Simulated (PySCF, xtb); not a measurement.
In(Cl)(OH)(NH2) (ClH3InNO), SMILES [NH2][In]([OH])[Cl]. The values are those of a single conformer.

Harmonic wavenumbers (cm⁻¹) from GFN2-xTB (xtb) at its own minimum, in rising order: 81, 100, 118, 178, 272, 296, 422, 462, 654, 673, 719, 1430, 3330, 3362, 3632.

**Question.** What does PBE-D3(BJ)/def2-SVP in PySCF give at its own minimum? (The exact figures need the calculation; the answer reports its results.)

**Answer.** 95, 107, 120, 211, 278, 345, 494, 578, 624, 808, 848, 1476, 3410, 3515, 3700. Paired by order, the mean absolute difference is 63 cm⁻¹ and the zero-point energies are 22.5 and 23.7 kcal/mol.
